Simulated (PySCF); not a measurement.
Planning an excited-state job on C2H9AlB2S2.

Method: TDDFT PBE0/def2-SVPD, vertical, gas phase, core orbitals frozen in the response (PySCF 2.14.0, density-fitted response routines). Geometry: GFN2-xTB. Work: 8 singlets by full TDDFT, 3 Tamm–Dancoff triplets, polarisability, density and orbital grids written, density fitting. The input is one job of a driver script: a line of settings, then coordinates in Å.

Command:
```bash
OMP_NUM_THREADS=1 python probes_run.py task.json out
```

Input:
```
{"job": {"kind": "uv", "xc": "PBE0", "basis": "def2-SVPD", "nstates": 8, "ntriplets": 3}, "charge": 0, "multiplicity": 1}
B     -2.354822     0.831869     0.655563
C     -2.720491    -0.475177    -0.094486
S     -1.493745    -0.881107     1.209562
Al    -0.009664     0.169968    -0.137287
S      1.603450     1.675548     0.367388
C      2.657674     0.678161    -0.757424
B      2.442324    -0.125670     0.550804
H     -1.491099     1.523306     0.090570
H     -3.030079     1.330395     1.466032
H     -3.641463    -1.007755     0.104427
H     -2.348845    -0.698419    -1.094724
H     -0.114460    -0.194517    -1.619588
H      3.575989     1.215628    -0.954823
H      2.145581     0.425580    -1.686039
H      1.535088    -0.973194     0.488464
H      3.236964    -0.218189     1.400151
```

Hardware: one thread, Arm Neoverse V2 (aarch64), no GPU, shared host with 32 logical CPUs at a one-minute load of 24. PySCF's memory limit was set to 1040 MB.

Question: How large is the basis?

Answer: 230 functions for 76 electrons, with 898 fitting functions; the fitted three-index integrals, 898 × 230 × 231/2 numbers of 8 bytes, come to 180 MiB.

Question: Estimate the wall time.

Answer: About 65 s. The SCF took 13 cycles.

Question: How much memory does it need at the peak?

Answer: About 0.86 GiB. Peak memory is the resident size of the whole Python process, interpreter and libraries included.

The SCF part of the output:
```
coarse grid: 14800 points
cycle   1  E = -1169.0706586879  dE =  8.031e-01  |g| = 3.385e-01  |ddm| = 5.689e+00
cycle   2  E = -1169.0631088073  dE =  7.550e-03  |g| = 3.782e-01  |ddm| = 1.417e+00
cycle   3  E = -1169.1066084153  dE = -4.350e-02  |g| = 6.778e-02  |ddm| = 8.300e-01
cycle   4  E = -1169.1078721553  dE = -1.264e-03  |g| = 2.379e-02  |ddm| = 1.784e-01
cycle   5  E = -1169.1080386857  dE = -1.665e-04  |g| = 6.341e-03  |ddm| = 5.971e-02
cycle   6  E = -1169.1080510492  dE = -1.236e-05  |g| = 7.093e-04  |ddm| = 1.618e-02
cycle   7  E = -1169.1080511895  dE = -1.403e-07  |g| = 2.801e-04  |ddm| = 2.215e-03
final grid: 128568 points
cycle   8  E = -1169.2335729187  dE = -2.891e-05  |g| = 9.827e-03  |ddm| = 8.824e-02
cycle   9  E = -1169.2335397546  dE =  3.316e-05  |g| = 1.431e-02  |ddm| = 3.863e-02
cycle  10  E = -1169.2335994072  dE = -5.965e-05  |g| = 8.721e-04  |ddm| = 2.535e-02
cycle  11  E = -1169.2335996720  dE = -2.648e-07  |g| = 2.321e-04  |ddm| = 2.640e-03
cycle  12  E = -1169.2335996892  dE = -1.720e-08  |g| = 4.846e-05  |ddm| = 6.599e-04
cycle  13  E = -1169.2335996899  dE = -7.499e-10  |g| = 1.381e-05  |ddm| = 1.544e-04
converged SCF energy = -1169.2335996899
```

On the final grid dE counts from the start density on that grid.

The host was shared with other jobs, so the times are rough.
